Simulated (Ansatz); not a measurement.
`[CH3][GeH]1[CH2][O][AlH]1` + `CC(=N)O` → `C/N=C(\C)O` + `[CH2]1[O][AlH][GeH2]1`  (substitution at a C–Ge bond)

Gas-phase electronic energies from Ansatz, PBE0-D4/def2-TZVP geometries. CBS: MP2 limit from def2 TZ/QZ plus the TZ coupled-cluster correction, frozen cores. Functionals use def2-TZVPP. B3LYP here is the variant with VWN-RPA as its local correlation; programs differ in this. For Ge outer-core shells are correlated without core-valence functions, which leaves a few kJ/mol of doubt a bond. Scalar relativity is left out up to krypton. One conformer a species, not always the lowest.

`[CH3][GeH]1[CH2][O][AlH]1`:

Cartesian coordinates in Å:
```
C -1.256 0.120 -1.583
Ge -0.678 -0.180 0.268
C 0.905 0.937 0.850
O 1.904 -0.028 1.194
Al 1.211 -1.584 0.933
H -1.739 1.095 -1.670
H -0.400 0.089 -2.258
H -1.968 -0.648 -1.886
H -1.901 -0.005 1.198
H 0.676 1.566 1.715
H 1.267 1.581 0.041
H 1.982 -2.943 1.197
```

`CC(=N)O`:

Cartesian coordinates in Å:
```
C -0.875 0.229 0.519
C 0.345 -0.132 -0.263
N 1.548 0.200 -0.063
O 0.042 -0.921 -1.309
H -1.587 0.748 -0.126
H -1.366 -0.678 0.878
H -0.625 0.865 1.366
H 1.637 0.793 0.755
H 0.880 -1.105 -1.756
```

`C/N=C(\C)O`:

Z-matrix (Å, degrees):
```
C
N 1 1.441
H 1 1.098 2 112.5
H 1 1.090 2 109.2 3 119.3
H 1 1.098 2 112.4 3 -121.4
C 2 1.261 1 118.7 3 60.4
O 6 1.348 2 119.3 1 -180.0
C 6 1.493 2 128.0 1 -0.0
H 7 0.968 6 105.5 2 0.0
H 8 1.088 6 111.0 2 179.6
H 8 1.093 6 110.1 2 -59.3
H 8 1.093 6 110.1 2 58.5
```

`[CH2]1[O][AlH][GeH2]1`:

Z-matrix (Å, degrees):
```
C
Al 1 2.541
Ge 1 2.022 2 63.4
O 1 1.431 2 40.4 3 -180.0
H 1 1.094 2 124.6 3 -99.5
H 1 1.094 2 124.6 3 99.5
H 2 1.582 1 157.0 3 -180.0
H 3 1.541 1 114.0 2 -117.8
H 3 1.541 1 114.0 2 117.8
```

(1) Is it downhill or uphill in electronic energy at CCSD(T)/CBS, and by how much? (Estimate.)

(2) What do these levels give: B3LYP-D4, r2SCAN, CCSD(T)/def2-TZVPP, HF/def2-QZVPP, SCS-MP2/def2-QZVPP, HF/CBS(def2)? (Best estimate.)

Largest T1 diagnostic among the species: 0.014.

## Answers

(1) Ansatz gave: Uphill: ΔE = +60.8 kJ/mol.

(2) Computed: B3LYP-D4 55.4, r2SCAN 57.7, CCSD(T)/def2-TZVPP 61.5, HF/def2-QZVPP 58.1, SCS-MP2/def2-QZVPP 61.5, HF/CBS(def2) 58.0 kJ/mol.
